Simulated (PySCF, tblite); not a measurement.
Isomers of C6H8Cl2Si, one GFN2-xTB conformer each. Single-point energies are computed at PBE0/pcSseg-1 (PySCF, gas phase, no added dispersion term), electronic only.

Question: Rank them by PBE0/pcSseg-1 energy, lowest first (kcal/mol).
A. `[CH2:1]=[CH:2][Si@H:3]([Cl:4])[C:5]1=[C:6]([Cl:7])[CH2:8][CH2:9]1` with C1–C2–Si3–Cl4 145°, C2–Si3–C5–C6 -77°
B. `[CH:1]#[C:2][C@@H:3]([Cl:4])[C@H:5]([Cl:6])[C@@H:7]1[CH2:8][SiH2:9]1` with C2–C3–C5–Cl6 67°, C3–C5–C7–C8 -93°

Answer: A (0.0), B (68.3).

As drawn, the lower has a four-membered ring and a C=C bond outside aromatic rings, which the higher lacks; the higher has a three-membered ring and a C≡C bond, which the lower lacks. GFN2-xTB itself gives, in the same order: 0.0, 50.6. Both levels put the same isomer lowest.

Q: Which frontier levels, dipoles and rotational constants go with these structures?

A: 
```tsv
SMILES	HOMO (eV, PBE0/pcSseg-1)	LUMO (eV)	dipole (D)	A, B, C (MHz)
C=C[Si@H](Cl)C1=C(Cl)CC1	-7.33	-0.72	1.65	1350, 652.4, 519.0
C#C[C@@H](Cl)[C@H](Cl)[C@@H]1C[SiH2]1	-7.11	-0.52	1.14	1171, 773.2, 588.4
```

Q: What happens when harmonic zero-point energies from GFN2-xTB frequencies are added?

A: 
| SMILES | ZPE (kcal/mol) | electronic (kcal/mol) | with ZPE (kcal/mol) |
| --- | --- | --- | --- |
| C=C[Si@H](Cl)C1=C(Cl)CC1 | 74.2 | 0.0 | 0.0 |
| C#C[C@@H](Cl)[C@H](Cl)[C@@H]1C[SiH2]1 | 71.7 | 68.3 | 65.8 |

The zero-point energies span 2.5 kcal/mol. The order is unchanged.
